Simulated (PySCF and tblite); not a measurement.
The numbers below are computed, except where a source is named.
System: C₆H₁₀Si, numbered as in [CH3:1][C:2]1=[CH:3][C@H:4]([SiH3:5])[CH:6]=[CH:7]1.

For the shift of Si5 from C4 to C6: electronic barrier 16.86 kcal/mol, zero-point change -0.20 kcal/mol, thermal and entropy terms at 250 K a further 0.39 kcal/mol (symmetry numbers apart). The minimum is C1, the saddle Cs. Geometries: PBE0-D3(BJ)/def2-SVP; energies: CAM-B3LYP/pcSseg-1 + D3(BJ), IEF-PCM acetonitrile; zero-point and thermal terms from GFN2-xTB harmonic modes (soft modes blended into free rotors). Rates follow Eyring's equation with the number of equivalent paths and no tunnelling. (PySCF 2.14 with density fitting, tblite 0.8.)

**Question.** How many equivalent paths lead out of the minimum?

**Answer.** 1: the symmetry number of the minimum is 1, that of the saddle displaced along its mode 1.

**Question.** Work out the rate at 250 K.

**Answer.** ΔG‡ = 17.05 kcal/mol; k_B T/h = 5.2×10¹² s⁻¹; exp(−ΔG‡/RT) = 1.2×10⁻¹⁵; times 1 gives k = 0.0065 s⁻¹. Wigner's tunnelling factor for the 265i cm⁻¹ mode would be 1.10.
